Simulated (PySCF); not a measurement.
# Silicon: a sound run and one with changed settings

Sound run: Si⁺ [Ne] 3s2 3p1, Si²⁺ [Ne] 3s2. Calculation: PySCF 2.14, in def2-SVP; the non-relativistic Hamiltonian (point nucleus). In the sound run the correlated levels freeze [Ne]. The sound run starts from symmetry-adapted Hartree-Fock orbitals and uses a fine grid where one is needed.

A second run was set up differently.

```json
{"species": "Si⁺", "method": "MP2", "sound run (hartree)": "-288.50739", "changed run (hartree)": "-288.51475", "converged": "yes"}
{"species": "Si⁺", "method": "CCSD(T)", "sound run (hartree)": "-288.52584", "changed run (hartree)": "-288.53309", "converged": "yes"}
{"species": "Si²⁺", "method": "MP2", "sound run (hartree)": "-287.92077", "changed run (hartree)": "-287.92826", "converged": "yes"}
{"species": "Si²⁺", "method": "CCSD(T)", "sound run (hartree)": "-287.93504", "changed run (hartree)": "-287.94251", "converged": "yes"}
```

Ionisation energy of Si⁺:

| method | sound run (eV) | changed run (eV) |
| --- | --- | --- |
| UHF | 15.803 | 15.803 |
| MP2 | 15.963 | 15.959 |
| SCS-MP2 | 15.944 | 15.939 |
| CCSD | 16.058 | 16.053 |
| CCSD(T) | 16.076 | 16.071 |

**Question.** What was changed?
A. too few SCF iterations
B. level shift left on
C. basis contracted for another Hamiltonian
D. all electrons correlated in a valence basis

**Answer.** D. A valence basis has no tight correlating functions, so it recovers only part of the core correlation, and not evenly between atom and ion.
